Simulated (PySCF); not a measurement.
C₄H₆FO₂ (doublet state).
Structure used (GFN2-xTB), in Å, numbered top down from 1:
```
atom  x, y, z in Å
C1     1.2979    0.4597    1.7292
O2     1.4587    1.3873    0.6581
C3     0.4960    1.5654   -0.2019
C4    -0.5162    0.7959   -0.5942
F5    -1.4924    1.3336   -1.3688
O6    -0.5773   -0.5584   -0.5011
C7    -1.0325   -1.2707   -1.6397
H8     0.3450    0.6202    2.2381
H9     2.1265    0.6284    2.4144
H10    1.3234   -0.5616    1.3428
H11   -1.0389   -2.3193   -1.3498
H12   -2.0398   -0.9572   -1.9237
H13   -0.3548   -1.1230   -2.4856
```

The hyperfine couplings belong to this conformer and change with its torsions.

As a line formula: `CO/[C]=C(/F)OC` [radical].

Level of theory: PySCF, UKS B3LYP, pcH-1 on C F H O, non-relativistic, mean-field spin-orbit, GIAO. Isolated species at its GFN2-xTB geometry (one conformer only). Couplings are sensitive to structure, and on GFN2-xTB geometries they can be far from those on DFT ones. The frame is twisted about the C3–C4 bond at this geometry (dihedral O2–C3–C4–O6 = -23°); couplings at other torsion angles weren't computed. The SCF solution wasn't tested for stability.

Principal values of hyperfine tensors in MHz (contact and dipolar terms together), for some of the nuclei:

```csv
atom,isotope,A1,A2,A3
C3,13C,312.60,320.45,493.09
O2,17O,-148.58,-72.53,-70.86
C4,13C,30.32,36.95,73.42
F5,19F,-14.03,4.57,107.97
H10,1H,13.46,15.93,22.18
C1,13C,8.72,9.64,20.32
H13,1H,4.82,5.07,10.00
C7,13C,-5.19,-5.04,-3.43
```

Problem. Split each tensor into its isotropic and traceless parts, and turn a_iso into mT with g = 2.0032.

Solution. a_iso is a third of the trace, T = A − a_iso, and a(mT) = a(MHz)/(g × 13.996).

```tsv
atom	a_iso (MHz)	a_iso (mT)	T1	T2	T3
C3	375.38	13.389	-62.78	-54.93	117.71
O2	-97.32	-3.471	-51.25	24.79	26.46
C4	46.90	1.673	-16.57	-9.95	26.52
F5	32.84	1.171	-46.87	-28.27	75.14
H10	17.19	0.613	-3.73	-1.27	4.99
C1	12.89	0.460	-4.17	-3.25	7.43
H13	6.63	0.236	-1.81	-1.56	3.37
C7	-4.55	-0.162	-0.64	-0.49	1.13
```

Problem. What spin density at the nucleus of C1 lies behind its contact coupling (g_N = 1.40482)?

Solution. a_FC = (2μ0/3) gₑ μB g_N μN ρ(0)/(2S·h) = 800.24 MHz × g_N × ρ(0)/(2S), with ρ in bohr⁻³. With a_FC = 12.89 MHz and 2S = 1, ρ(0) = 0.01147 bohr⁻³.

Problem. O6 (17O, g_N = -0.75752) isn't in the table. Its spin density at the nucleus is 0.03627 bohr⁻³. What is its contact coupling?

Solution. By the same relation, a_FC = -22.0 MHz. Its full tensor has the principal values -47.36, -9.63, -8.98 MHz.

Problem. Which nucleus of the table has the largest anisotropic coupling, and what is its form?

Solution. C3: -62.8, -54.9, 117.7 MHz, nearly axial, close to the ratio −1:−1:+2, the form that spin in one p orbital centred on that nucleus gives.

Problem. What first-order splitting does O2 cause when the field lies along A1, A2 or A3 of its tensor (g taken as isotropic, no quadrupole term)?

Solution. 6 lines (I = 5/2), spaced by |A_i|/(g × 13.996): 5.30, 2.59, 2.53 mT along the axes of A1, A2 and A3.

Hardware: Intel Xeon at 2.50 GHz, one thread, shared host with 64 logical CPUs at a one-minute load of 62. Cost: 1.9 min wall (with the writing of density and orbital grids), 0.87 GiB resident at most.
